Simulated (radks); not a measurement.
Q: The mean radii <r> (bohr) of the occupied orbitals of an atom or ion are listed with their occupations. All-electron calculation, Dirac Kohn-Sham, LDA (Slater exchange, Perdew-Wang correlation), spin-unpolarised, spherical densities, point nucleus. Program: a radial shooting solver on a logarithmic mesh with Libxc functionals.

| orbital | occ. | <r> |
|---|---|---|
| 1s1/2 | 2 | 0.03114 |
| 2s1/2 | 2 | 0.1347 |
| 2p1/2 | 2 | 0.1142 |
| 2p3/2 | 4 | 0.1192 |
| 3s1/2 | 2 | 0.3689 |
| 3p1/2 | 2 | 0.3603 |
| 3p3/2 | 4 | 0.3713 |
| 3d3/2 | 4 | 0.3438 |
| 3d5/2 | 6 | 0.3473 |
| 4s1/2 | 2 | 0.9000 |
| 4p1/2 | 2 | 0.9571 |
| 4p3/2 | 4 | 0.9854 |
| 4d3/2 | 2.8 | 1.193 |
| 4d5/2 | 4.2 | 1.205 |

Name the element and its charge. Open shells, if any, are shared by 2j + 1.

A: Z = 47, silver, charge +4: Ag4+ in [Kr] 4d7. The 1s radius gives Z: for a bare nucleus <r> = (2 gamma + 1)/(2Z) with gamma = sqrt(1 - (Z/c)^2), 0.03062 bohr for Z = 47, and screening makes it slightly larger (0.03114 here). The occupations add up to 43, and the charge is Z minus that.
